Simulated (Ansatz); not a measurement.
Isolated molecules relaxed with PBE0-D4/def2-TZVP in Ansatz; ΔE leaves out vibrations. CCSD(T)/CBS adds triple-zeta CCSD(T) − MP2 to the extrapolated MP2 energy (def2 sets, frozen cores). This one scheme is used for every species, atoms too. Functionals use def2-TZVPP. HSE06 is defined as in plane-wave codes. No spin–orbit coupling; open shells (•) take unrestricted orbitals. Spin–orbit coupling would lower the free atoms: a little for C, O, Si. One conformer a species, not always the lowest.

Consider the atomization: `O[SiH]1C=C1` → 2 C• + 4 H• + O• + Si•.

`O[SiH]1C=C1`:

```xyz
8

O     1.157   -0.921   -1.342
Si    0.764    0.016   -0.055
C    -0.701   -0.179    0.955
C    -0.782    0.896    0.147
H     0.432   -1.333   -1.817
H     2.061    0.495    0.453
H    -1.380   -0.618    1.679
H    -1.550    1.644   -0.020
```

```json
{"level": "LDA (SPW92)", "ΔE (kcal/mol)": "870.0", "difference from CCSD(T)/CBS": "111.9"}
{"level": "PBE-D4", "ΔE (kcal/mol)": "773.7", "difference from CCSD(T)/CBS": "15.6"}
{"level": "revPBE-D4", "ΔE (kcal/mol)": "753.2", "difference from CCSD(T)/CBS": "-4.9"}
{"level": "HSE06-D4", "ΔE (kcal/mol)": "758.7", "difference from CCSD(T)/CBS": "0.6"}
{"level": "ωB97X-V", "ΔE (kcal/mol)": "758.8", "difference from CCSD(T)/CBS": "0.7"}
{"level": "PBE", "ΔE (kcal/mol)": "770.2", "difference from CCSD(T)/CBS": "12.1"}
{"level": "r2SCAN", "ΔE (kcal/mol)": "759.3", "difference from CCSD(T)/CBS": "1.2"}
{"level": "LC-ωPBE", "ΔE (kcal/mol)": "755.6", "difference from CCSD(T)/CBS": "-2.5"}
{"level": "MP2/def2-SVP", "ΔE (kcal/mol)": "722.1", "difference from CCSD(T)/CBS": "-36.0"}
{"level": "CCSD/def2-SVP", "ΔE (kcal/mol)": "697.5", "difference from CCSD(T)/CBS": "-60.6"}
{"level": "CCSD(T)/def2-SVP", "ΔE (kcal/mol)": "706.9", "difference from CCSD(T)/CBS": "-51.2"}
{"level": "HF/def2-TZVPP", "ΔE (kcal/mol)": "543.1", "difference from CCSD(T)/CBS": "-215.0"}
{"level": "CCSD(T)/def2-TZVPP", "ΔE (kcal/mol)": "735.9", "difference from CCSD(T)/CBS": "-22.2"}
{"level": "MP2/def2-QZVPP", "ΔE (kcal/mol)": "767.9", "difference from CCSD(T)/CBS": "9.8"}
{"level": "HF/CBS(def2)", "ΔE (kcal/mol)": "544.9", "difference from CCSD(T)/CBS": "-213.2"}
{"level": "CCSD/CBS(def2)", "ΔE (kcal/mol)": "744.9", "difference from CCSD(T)/CBS": "-13.2"}
{"level": "CCSD(T)/CBS", "ΔE (kcal/mol)": "758.1", "difference from CCSD(T)/CBS": "0"}
```

Question: What do rigid-rotor, harmonic-oscillator terms from PBE0-D4/def2-TZVP frequencies (298.15 K, 1 bar) make of the CCSD(T)/CBS value? (Best estimate.)

Answer: Ansatz gave: ΔZPE = -33.7 kcal/mol, ΔH = +732.6 kcal/mol, ΔS = 815 J/(mol·K), ΔG = +674.5 kcal/mol. Open shells count their whole term as degenerate.

Largest T1 diagnostic among the species: 0.012.

From r2SCAN to r2SCAN0 (25 % exact exchange), in def2-TZVPP and without D4, ΔE moves by −14.0 kcal/mol: exact exchange takes away binding that semilocal exchange gives to molecules. Leaving LDA and LC-ωPBE aside and taking each functional with its dispersion term where it has one, the values, not all of them listed here, spread over 43.8 kcal/mol, from BHLYP-D4 to PBE-D4. LDA lies +99.7 kcal/mol from PBE without D4, its usual overbinding. At CCSD(T), def2-SVP lies −51.2 kcal/mol from the extrapolated value and def2-TZVPP −22.2 kcal/mol: correlation converges slowly with the basis, and small sets miss more of it in the bonded molecule than in its fragments.

For atomizations the MP2-based limit and the directly extrapolated one differ by several kJ/mol either way, and by 10 to 25 for some Ge, Se and Sn compounds, so smaller differences from it don't rank the levels.
